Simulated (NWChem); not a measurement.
System: C2H6OSe; SMILES CO[Se]C

Here is an NWChem input.

```
start job
memory heap 200 mb stack 900 mb global 1100 mb
geometry units angstroms noautosym nocenter noautoz
  Se    -0.454918     0.495519    -0.031643
  C      1.368266     1.230567     0.061318
  H      1.289899     2.279579    -0.241666
  H      2.037521     0.704900    -0.622005
  H      1.734488     1.170610     1.087253
  O     -0.098828    -1.179907     0.638503
  C      0.310329    -2.130209    -0.341563
  H      1.258614    -1.850428    -0.821050
  H      0.454334    -3.071826     0.200239
  H     -0.449661    -2.276362    -1.119543
end
basis spherical
  * library pcsseg-1
end
dft
  xc pbe0
  iterations 150
end
property
  shielding
end
task dft property
```

Geometry: optimised at B3LYP/6-31G* (spherical d).

GIAO values for the isolated, static molecule; σ is the absolute isotropic shielding, δ = σ(reference) − σ with the isolated reference molecule computed at the same levels (13C: tetramethylsilane, 1H: tetramethylsilane, 17O: water). Spin-orbit effects, on the heavy nuclei and on their neighbours, are missing.

Atoms are numbered as in the input.

Q: What results follow from this input? (PBE0/pcSseg-1, GIAO.) Quantities: σ Se1 (ppm); δ C2 (ppm); δ H3 (rotor mean) (ppm); δ O6 (ppm); δ C7 (ppm); δ H8 (rotor mean) (ppm).

A: 
| Quantity | Value |
|---|---|
| σ Se1 (ppm) | 315.3 |
| δ C2 (ppm) | 23.9 |
| δ H3 (rotor mean) (ppm) | 2.58 |
| δ O6 (ppm) | 4.6 |
| δ C7 (ppm) | 66.4 |
| δ H8 (rotor mean) (ppm) | 3.57 |
